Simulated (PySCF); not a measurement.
## Ionisation energy of Ca by level of theory

Ca [Ar] 4s2 (1S) → Ca⁺ [Ar] 4s1 (2S), as a difference of total energies. Computed with PySCF 2.14 in x2c-QZVPPall with one added diffuse shell each of s, p, d, f type (12s8p5d4f, 89 functions), with the spin-free X2C one-electron Hamiltonian (Gaussian nucleus). Correlated levels: valence: [Ar] frozen. The calculations carry no spin-orbit coupling.

Q: Order these methods by the ionisation energy they give, lowest first.
A. UHF
B. MP2 (valence)
C. CCSD (valence)
D. SCS-MP2 (valence)

A: A (5.136 eV), B (5.690 eV), D (5.801 eV), C (5.917 eV).

Errors of the correlated levels include the incompleteness of this basis and the frozen core.

With two correlated electrons CCSD is exact in that space.

For comparison: 6.113 eV (measured; NIST Atomic Spectra Database, ionization energies).
